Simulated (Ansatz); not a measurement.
Start from `O[SiH2]S[Si](O)(O)O` and change one atom or group to get `O[SiH2]C[Si](O)(O)O`.

Ansatz, PBE0-D4/def2-TZVP geometries, multiplicity 1. Each molecule was computed in one conformer, which needn't be the lowest.

```csv
property,`O[SiH2]S[Si](O)(O)O`
HOMO energy (PBE0/def2-TZVPP) / eV,-7.57
size of the dipole moment (B3LYP/def2-TZVPP) / D,1.24
LUMO energy (PBE/def2-TZVPP) / eV,-0.95
LUMO energy (B3LYP/def2-TZVPP) / eV,-0.31
size of the dipole moment (ωB97M-V/def2-TZVPP) / D,1.24
HOMO–LUMO gap (PBE0/def2-TZVPP) / eV,7.49
```

(1) Give the same properties after the change, and the shifts. (Best estimate.)

Answers

(1) Ansatz gave: 
```
                                          property  `O[SiH2]C[Si](O)(O)O`  shift
                HOMO energy (PBE0/def2-TZVPP) / eV                  -8.36  -0.79
  size of the dipole moment (B3LYP/def2-TZVPP) / D                   2.38   1.14
                 LUMO energy (PBE/def2-TZVPP) / eV                  -0.56   0.39
               LUMO energy (B3LYP/def2-TZVPP) / eV                  -0.04   0.27
size of the dipole moment (ωB97M-V/def2-TZVPP) / D                   2.39   1.15
              HOMO–LUMO gap (PBE0/def2-TZVPP) / eV                   8.66   1.17
```

With PBE0 the HOMO falls by 0.79 eV and the LUMO rises by 0.39 eV, so the gap widens by about 1.18 eV. PBE moves the HOMO by -0.55 eV and ωB97M-V by -0.93 eV. Dipoles are sizes alone; their direction can turn.

B3LYP here is the variant with VWN-RPA as its local correlation; programs differ in this.
